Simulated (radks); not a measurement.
The phosphorus anion P3-, [Ar], held by a Watson sphere: a shell of charge +3 at radius R that stands for the Madelung well of a crystal (potential energy -3/R inside, -3/r outside, in hartree with lengths in bohr). All-electron calculation, scalar-relativistic Kohn-Sham, PBEsol, spin-polarised, spherical densities, finite nucleus; Fermi nuclear charge, rms radius of each element as measured or else 0.836 A^(1/3) + 0.57 fm. Program: a radial shooting solver on a logarithmic mesh with Libxc functionals. Response by self-consistent Sternheimer equations with the Hartree and adiabatic LDA kernel, the relativistic mass of each level held fixed and spin-orbit coupling left out. The sphere does not respond.

R (bohr)	e(2p) (eV)	e(3s) (eV)	e(3p) (eV)	<r> 3p (bohr)	sum of <r^2> (bohr^2)	X-ray form factor at sin(theta)/lambda = 0.1 1/angstrom	alpha (bohr^3)
1.91	-121.09	-17.001	-8.295	2.201	44.62	15.263	26.56
2.37	-120.61	-15.314	-7.351	2.390	51.74	14.928	36.38
3.41	-120.63	-12.495	-5.306	2.804	69.22	14.264	77.55
3.78	-120.56	-11.815	-4.711	2.945	75.85	14.070	101.5
4.53	-120.35	-10.834	-3.744	3.225	90.26	13.744	172.9
